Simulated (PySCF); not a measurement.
PySCF input for Ga(Br)(OH)2 (BrGaH2O2), SMILES [OH][Ga]([OH])[Br], TDDFT-PBE/def2-SVPD. Geometry: B3LYP-D3(BJ)/def2-SVP. One conformer was computed; it need not be the lowest.

```python
import numpy as np
from pyscf import gto, scf, dft, tdscf

mol = gto.M(
    atom='''
    Ga   -0.00222336    0.75318670    0.00000000
    Br   -0.01375933   -1.53198647    0.00000000
    O    -1.55096515    1.62189904    0.00000000
    H    -1.43559326    2.58243784    0.00000000
    O     1.51034789    1.69494418    0.00000000
    H     2.31103177    1.15355511    0.00000000
    ''',
    basis='def2-SVPD',
    charge=0,
    spin=0,
    symmetry=True,
    max_memory=1600,
    verbose=4,
)
mf = dft.RKS(mol, xc='pbe').density_fit(auxbasis='def2-universal-jkfit')
mf.grids.level = 3
mf.conv_tol = 1e-9
mf.max_cycle = 100
mf.kernel()
mf.grids = dft.Grids(mol).set(level=1).build(with_non0tab=True)  # coarser grid for the response kernel
td = tdscf.TDDFT(mf)
td.singlet = True
td.nstates = 10
td.conv_tol = 1e-4
td.positive_eig_threshold = 1e-6
td.kernel(x0=td.get_init_guess(mf, 15))
td.analyze()
tt = tdscf.TDA(mf)
tt.singlet = False
tt.nstates = 4
tt.conv_tol = 1e-4
tt.positive_eig_threshold = 1e-6
tt.kernel(x0=tt.get_init_guess(mf, 9))
tt.analyze(verbose=3)
```

Log of the run:

```
PySCF version 2.14.0

[INPUT] verbose = 4
[INPUT] num. atoms = 6
[INPUT] num. electrons = 84
[INPUT] charge = 0
[INPUT] spin (= nelec alpha-beta = 2S) = 0
[INPUT] symmetry True subgroup None
[INPUT] Mole.unit = angstrom
[INPUT] Symbol           X                Y                Z      unit          X                Y                Z       unit  Magmom
[INPUT]  1 Ga    -0.002223360000   0.753186700000   0.000000000000 AA   -0.004201541476   1.423316583665   0.000000000000 Bohr   0.0
[INPUT]  2 Br    -0.013759330000  -1.531986470000   0.000000000000 AA   -0.026001365358  -2.895034854839   0.000000000000 Bohr   0.0
[INPUT]  3 O     -1.550965150000   1.621899040000   0.000000000000 AA   -2.930899362245   3.064944987295   0.000000000000 Bohr   0.0
[INPUT]  4 H     -1.435593260000   2.582437840000   0.000000000000 AA   -2.712878087672   4.880100251313   0.000000000000 Bohr   0.0
[INPUT]  5 O      1.510347890000   1.694944180000   0.000000000000 AA    2.854143864915   3.202980296626   0.000000000000 Bohr   0.0
[INPUT]  6 H      2.311031770000   1.153555110000   0.000000000000 AA    4.367217110469   2.179903227493   0.000000000000 Bohr   0.0

nuclear repulsion = 528.485688783451
point group symmetry = Cs
symmetry origin: [-6.29908710e-09 -8.99869766e-10  0.00000000e+00]
symmetry axis x: [1.00000000e+00 2.52583376e-10 0.00000000e+00]
symmetry axis y: [-2.52583376e-10  1.00000000e+00  0.00000000e+00]
symmetry axis z: [0. 0. 1.]
num. orbitals of irrep A' = 98
num. orbitals of irrep A" = 43
number of shells = 55
number of NR pGTOs = 249
number of NR cGTOs = 141
basis = def2-SVPD
ecp = {}


******** <class 'pyscf.df.df_jk.DFSymAdaptedRKS'> ********
method = DFSymAdaptedRKS
initial guess = minao
damping factor = 0
level_shift factor = 0
DIIS = <class 'pyscf.scf.diis.CDIIS'>
diis_start_cycle = 1
diis_space = 8
diis_damp = 0
SCF conv_tol = 1e-09
SCF conv_tol_grad = None
SCF max_cycles = 100
direct_scf = False
XC library pyscf.dft.libxc version 7.1.2
    S. Lehtola, C. Steigemann, M. J. T. Oliveira, and M. A. L. Marques,  SoftwareX 7, 1–5 (2018)
XC functionals = pbe
    J. P. Perdew, K. Burke, and M. Ernzerhof,  Phys. Rev. Lett. 77, 3865 (1996)
    J. P. Perdew, K. Burke, and M. Ernzerhof,  Phys. Rev. Lett. 78, 1396 (1997)
    J. P. Perdew, K. Burke, and M. Ernzerhof,  Phys. Rev. Lett. 77, 3865 (1996)
    J. P. Perdew, K. Burke, and M. Ernzerhof,  Phys. Rev. Lett. 78, 1396 (1997)
radial grids:
    Treutler-Ahlrichs [JCP 102, 346 (1995); DOI:10.1063/1.469408] (M4) radial grids

becke partition: Becke, JCP 88, 2547 (1988); DOI:10.1063/1.454033
pruning grids: <function nwchem_prune>
grids dens level: 3
symmetrized grids: True
atomic radii adjust function: <function treutler_atomic_radii_adjust>
small_rho_cutoff = 0
Freeze 0 electrons in irreps []
    84 free electrons in irreps A' A"
Set gradient conv threshold to 3.16228e-05
Initial guess from minao.
tot grids = 89112
init E= -4647.9316020383
HOMO (A') = -0.311243792003991  LUMO (A') = -0.114028852496652  gap/eV = 5.36649
cycle= 1 E= -4648.96992344852  delta_E= -1.04  |g|= 1.36  |ddm|=  3.3
HOMO (A") = -0.0906838062133013  LUMO (A') = -0.0504785623256789  gap/eV = 1.09404
cycle= 2 E= -4646.54954318724  delta_E= 2.42  |g|= 3.51  |ddm|= 5.69
HOMO (A') = -0.231383660112219  LUMO (A') = -0.095495408095736  gap/eV = 3.69771
cycle= 3 E= -4649.24656687121  delta_E= -2.7  |g|= 0.421  |ddm|=  4.9
HOMO (A") = -0.270146902071278  LUMO (A') = -0.0896925780987621  gap/eV = 4.91041
cycle= 4 E= -4649.27835126535  delta_E= -0.0318  |g|= 0.268  |ddm|= 0.798
HOMO (A") = -0.278946547905331  LUMO (A') = -0.0978104835253193  gap/eV = 4.92896
cycle= 5 E= -4649.29005450218  delta_E= -0.0117  |g|= 0.0651  |ddm|= 0.301
HOMO (A') = -0.275127590939375  LUMO (A') = -0.0938507238875048  gap/eV = 4.93279
cycle= 6 E= -4649.29070193942  delta_E= -0.000647  |g|= 0.0406  |ddm|=  0.1
HOMO (A') = -0.274655938049399  LUMO (A') = -0.0937966366805796  gap/eV = 4.92143
cycle= 7 E= -4649.2910323073  delta_E= -0.00033  |g|= 0.00933  |ddm|= 0.0419
HOMO (A') = -0.274502950302454  LUMO (A') = -0.0943212187487759  gap/eV = 4.90299
cycle= 8 E= -4649.29105291938  delta_E= -2.06e-05  |g|= 0.00259  |ddm|= 0.0128
HOMO (A') = -0.274541936348855  LUMO (A') = -0.09424997626751  gap/eV = 4.90599
cycle= 9 E= -4649.29105480138  delta_E= -1.88e-06  |g|= 0.000424  |ddm|= 0.00373
HOMO (A') = -0.27445936884994  LUMO (A') = -0.0942302131450377  gap/eV = 4.90429
cycle= 10 E= -4649.29105482339  delta_E= -2.2e-08  |g|= 0.000327  |ddm|= 0.000937
HOMO (A') = -0.274501474619977  LUMO (A') = -0.0942424394882666  gap/eV = 4.90510
cycle= 11 E= -4649.29105484339  delta_E= -2e-08  |g|= 2.49e-05  |ddm|= 0.000432
HOMO (A') = -0.27449709182078  LUMO (A') = -0.094241039917514  gap/eV = 4.90502
cycle= 12 E= -4649.29105484357  delta_E= -1.79e-10  |g|= 2.8e-06  |ddm|= 4.4e-05
HOMO (A') = -0.27449683663464  LUMO (A') = -0.0942411936479197  gap/eV = 4.90501
Extra cycle  E= -4649.29105484358  delta_E= -4.55e-12  |g|= 3.03e-06  |ddm|= 7.92e-06
converged SCF energy = -4649.29105484358
tot grids = 30056
Overwritten attributes  positive_eig_threshold  of <class 'pyscf.tdscf.rks.CasidaTDDFT'>


******** <class 'pyscf.tdscf.rks.CasidaTDDFT'> for <class 'pyscf.df.df_jk.DFSymAdaptedRKS'> ********
nstates = 10 singlet
deg_eia_thresh = 1.000e-03
wfnsym = None
conv_tol = 0.0001
eigh lindep = 1e-12
eigh level_shift = 0
eigh max_cycle = 100


Excitation energies (eV)
[5.08086396 5.0984267  5.20583192 6.06243206 6.12296868 6.15603423
 6.26018636 6.73688386 7.04206379 7.16841448]

** Singlet excitation energies and oscillator strengths **
Excited State   1:   A'      5.08086 eV    244.02 nm  f=0.0256
      42 -> 43       -0.70072
Excited State   2:   A"      5.09843 eV    243.18 nm  f=0.0023
      41 -> 43        0.70652
Excited State   3:   A"      5.20583 eV    238.16 nm  f=0.0001
      40 -> 43       -0.70665
Excited State   4:   A"      6.06243 eV    204.51 nm  f=0.0565
      39 -> 43       -0.70115
Excited State   5:   A"      6.12297 eV    202.49 nm  f=0.0002
      42 -> 44        0.70519
Excited State   6:   A'      6.15603 eV    201.40 nm  f=0.0307
      38 -> 43       -0.58440
      40 -> 44       -0.26863
      41 -> 44        0.28504
Excited State   7:   A'      6.26019 eV    198.05 nm  f=0.0073
      37 -> 43       -0.55025
      40 -> 44       -0.21334
      41 -> 44       -0.38293
Excited State   8:   A'      6.73688 eV    184.04 nm  f=0.1738
      36 -> 43       -0.16547
      37 -> 43       -0.30941
      38 -> 43        0.25718
      39 -> 44        0.15947
      41 -> 44        0.46129
      42 -> 45       -0.12422
      42 -> 46       -0.17750
Excited State   9:   A'      7.04206 eV    176.06 nm  f=0.1276
      37 -> 43       -0.23058
      38 -> 43       -0.20650
      40 -> 44        0.57040
      42 -> 46        0.14289
Excited State  10:   A"      7.16841 eV    172.96 nm  f=0.0006
      38 -> 44        0.70516

** Transition electric dipole moments (AU) **
state          X           Y           Z        Dip. S.      Osc.
  1        -0.4432     -0.0952      0.0000      0.2055      0.0256
  2         0.0000     -0.0000      0.1358      0.0184      0.0023
  3        -0.0000     -0.0000      0.0303      0.0009      0.0001
  4        -0.0000      0.0000     -0.6170      0.3806      0.0565
  5         0.0000      0.0000     -0.0368      0.0014      0.0002
  6        -0.1716     -0.4172     -0.0000      0.2035      0.0307
  7        -0.2131      0.0434      0.0000      0.0473      0.0073
  8        -0.0924      1.0219      0.0000      1.0528      0.1738
  9        -0.8582     -0.0550      0.0000      0.7395      0.1276
 10        -0.0000     -0.0000      0.0586      0.0034      0.0006

** Transition velocity dipole moments (imaginary part, AU) **
state          X           Y           Z        Dip. S.      Osc.
  1        -0.0862     -0.0182      0.0000      0.0078      0.0277
  2         0.0000     -0.0000      0.0254      0.0006      0.0023
  3        -0.0000     -0.0000      0.0060      0.0000      0.0001
  4        -0.0000      0.0000     -0.1347      0.0182      0.0543
  5         0.0000      0.0000     -0.0084      0.0001      0.0002
  6        -0.0453     -0.0990     -0.0000      0.0119      0.0350
  7        -0.0551      0.0134      0.0000      0.0032      0.0093
  8        -0.0227      0.2571      0.0000      0.0666      0.1794
  9        -0.2237     -0.0149      0.0000      0.0503      0.1295
 10        -0.0000     -0.0000      0.0157      0.0002      0.0006

** Transition magnetic dipole moments (imaginary part, AU) **
state          X           Y           Z
  1         0.0000     -0.0000     -0.0027
  2         0.2596      0.0197      0.0000
  3        -0.0559     -0.3037     -0.0000
  4         0.2537     -0.0450     -0.0000
  5         0.1691     -0.3435      0.0000
  6         0.0000     -0.0000     -0.0736
  7         0.0000     -0.0000     -0.2222
  8        -0.0000     -0.0000     -0.0549
  9         0.0000      0.0000     -0.4176
 10         0.7919     -0.5701      0.0000
Overwritten attributes  positive_eig_threshold  of <class 'pyscf.tdscf.rks.TDA'>


******** <class 'pyscf.tdscf.rks.TDA'> for <class 'pyscf.df.df_jk.DFSymAdaptedRKS'> ********
nstates = 4 triplet
deg_eia_thresh = 1.000e-03
wfnsym = None
conv_tol = 0.0001
eigh lindep = 1e-12
eigh level_shift = 0
eigh max_cycle = 100


Excitation energies (eV)
[4.75015008 4.83023796 4.92279302 5.58393075]

** Triplet excitation energies and oscillator strengths **
Excited State   1:   A'      4.75015 eV    261.01 nm  f=0.0000
Excited State   2:   A"      4.83024 eV    256.68 nm  f=0.0000
Excited State   3:   A"      4.92279 eV    251.86 nm  f=0.0000
Excited State   4:   A"      5.58393 eV    222.04 nm  f=0.0000
```

Self-consistency was reached.
